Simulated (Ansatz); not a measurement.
Cartesian coordinates in Å:
```
Si -1.626 0.463 -0.803
O -0.877 0.428 0.670
C 0.161 -0.460 0.920
Si 1.879 -0.183 0.246
S 1.334 0.085 2.245
H -2.600 1.574 -0.743
H -2.320 -0.824 -1.077
H -0.617 0.687 -1.875
H -0.190 -1.473 1.114
H 2.757 -1.318 -0.116
H 2.100 1.021 -0.583
```

Total charge 0; spin multiplicity 1.

(1) List the PBE/def2-TZVPP orbital energies in eV (Ansatz). (An estimate is asked.)

Answers

(1) The calculation gave: Occupied: -2395.73, -1780.26, -1780.23, -510.85, -271.42, -208.67, -154.81, -154.74, -154.59, -138.00, -137.92, -94.77, -94.71, -94.70, -94.69, -94.63, -94.63, -26.02, -19.65, -15.46, -13.75, -12.97, -11.73, -10.94, -10.33, -9.09, -9.02, -8.44, -7.85, -7.26, -6.32, -6.07. Lowest empty: -1.41, -0.87, -0.71, 0.00, 0.36, 0.63, 0.81, 0.94.
